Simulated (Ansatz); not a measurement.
BrClH2S2Si, SMILES `S[Si](S)(Cl)Br`, 7 atoms. Total charge 0; spin multiplicity 1. Correlated methods include outer-core shells of Br, which these sets cover unevenly. Scalar relativity is left out up to krypton. All runs use 4 threads of an Arm Neoverse N1 on a shared host. Correlated methods freeze the cores.

(1) Give the basis size and wall time and peak host memory of each of these runs in Ansatz. RHF-CCSD(T)/def2-TZVPP energy; RKS PBE0-D4/def2-TZVP frequencies; RKS PBE0-D4/def2-SVP energy; RKS ωB97M-V/def2-QZVPP energy; RKS ωB97M-V/def2-SVP energy; RKS B2PLYP (frozen core)/def2-TZVPP energy; RKS LC-ωPBE/def2-TZVPP energy; direct RPA on PBE orbitals/def2-TZVPP energy; RHF-CCSD(T)/def2-SVP energy; RHF-MP2/def2-QZVPP energy; RKS PBE0-D4/def2-QZVPP energy; RKS PBE0-D4/def2-TZVP relaxation (20 steps). (An estimate is asked.)

Results:

(1) Ansatz gave: Other jobs shared the machine, so times are rough.

```csv
level,job,functions,wall time,peak host memory (GiB)
RKS PBE0-D4/def2-SVP,energy,114,2.6 s,0.46
RKS LC-ωPBE/def2-TZVPP,energy,244,5.5 s,0.59
direct RPA on PBE orbitals/def2-TZVPP,energy,244,9 s,0.56
RHF-CCSD(T)/def2-SVP,energy,114,9.5 s,0.46
RKS ωB97M-V/def2-SVP,energy,114,10 s,0.46
RKS B2PLYP (frozen core)/def2-TZVPP,energy,244,12 s,0.71
RKS PBE0-D4/def2-QZVPP,energy,429,23 s,2.4
RHF-MP2/def2-QZVPP,energy,429,39 s,2.4
RKS ωB97M-V/def2-QZVPP,energy,429,47 s,2.6
RKS PBE0-D4/def2-TZVP,relaxation (20 steps),208,3 min,0.8
RKS PBE0-D4/def2-TZVP,frequencies,208,4.9 min,0.8
RHF-CCSD(T)/def2-TZVPP,energy,244,5.5 min,4.4
```

LC-ωPBE has ω = 0.4 bohr⁻¹.
